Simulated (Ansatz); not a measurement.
The cluster H₄Au₂⁺. The state is a doublet with charge 1. Geometry PBE0-D4/def2-TZVP; atoms count from 1.

Cartesian coordinates in Å:
```
Au 0.388 -0.612 -1.105
Au -0.375 0.604 1.114
H 1.163 -1.668 -2.412
H -0.678 1.762 2.523
H -1.140 1.121 2.715
H 0.643 -1.208 -2.835
```

In the def2 sets Au takes a core potential; there is no spin–orbit coupling. In the doublet, H4 and H5 lie 0.81 Å apart, H3 and H6 lie 0.81 Å apart (atoms count from 1), so H2 has formed as a molecule. No other spin state of charge 1 was run. The structure comes from a short search, and lower isomers may exist.

Q: Estimate the Mulliken populations from the PBE0/def2-TZVP orbitals of Ansatz.

A: 
```
atom  charge (e)  spin (α − β)  d electrons
 Au1        0.29          0.49         9.80
 Au2        0.29          0.49         9.80
  H3        0.10          0.01            –
  H4        0.10          0.01            –
  H5        0.10          0.01            –
  H6        0.10          0.01            –
```
Mulliken values and Mayer orders depend strongly on the basis.

Q: Where does the spin sit?

A: Summed by element: Au 0.97, H 0.03, of 1 unpaired in all. Largest on single atoms: Au2 0.49, Au1 0.49, H3 0.01.

Q: And the Mayer bond orders between bonded heavy atoms (over 0.3)?

A: Au1–Au2 0.57 (2.64 Å).
